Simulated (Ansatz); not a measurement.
Calculated with Ansatz (gas phase, PBE0-D4/def2-TZVP geometries, no zero-point term in ΔE). CCSD(T)/CBS is the MP2 limit (def2-TZVPP, def2-QZVPP) plus CCSD(T) − MP2 in def2-TZVPP, frozen cores. Functionals use def2-TZVPP. B3LYP here is the variant with VWN-RPA as its local correlation; programs differ in this. For Ge outer-core shells are correlated without core-valence functions, which leaves a few kJ/mol of doubt a bond. Scalar relativity is left out up to krypton. One conformer a species, not always the lowest.

Consider the cleavage of the B–Al bond: `[BH2][Al]1[CH2][CH]1C` + `C=C[NH][GeH3]` → `B[N]([GeH3])C=C` + `C[CH]1[CH2][AlH]1`.

**Question.** Is it downhill or uphill in electronic energy at CCSD(T)/CBS, and by how much? (Best estimate.)

**Answer.** Computed: Downhill: ΔE = -1.63 eV.

**Question.** What do these levels give: PBE-D4, r2SCAN-D4, B2PLYP, PBE, PBE0, B3LYP, MP2/def2-TZVPP, CCSD/def2-TZVPP, CCSD(T)/def2-TZVPP, HF/CBS(def2), MP2/CBS(def2), CCSD/CBS(def2)? (Best estimate.)

**Answer.** Computed: PBE-D4 -1.31, r2SCAN-D4 -1.40, B2PLYP -1.56, PBE -1.25, PBE0 -1.41, B3LYP -1.44, MP2/def2-TZVPP -1.75, CCSD/def2-TZVPP -1.64, CCSD(T)/def2-TZVPP -1.62, HF/CBS(def2) -1.63, MP2/CBS(def2) -1.76, CCSD/CBS(def2) -1.65 eV.

Largest T1 diagnostic among the species: 0.020, so the coupled-cluster value is less sure than usual.

From PBE to PBE0 (25 % exact exchange), in def2-TZVPP and without D4, ΔE moves by −0.16 eV. The D4 term adds −0.09 eV with B3LYP and −0.04 eV with PBE0; it sums over pairs of atoms, weighted by their polarisabilities, and B3LYP, whose exchange is more repulsive, gets the larger term.
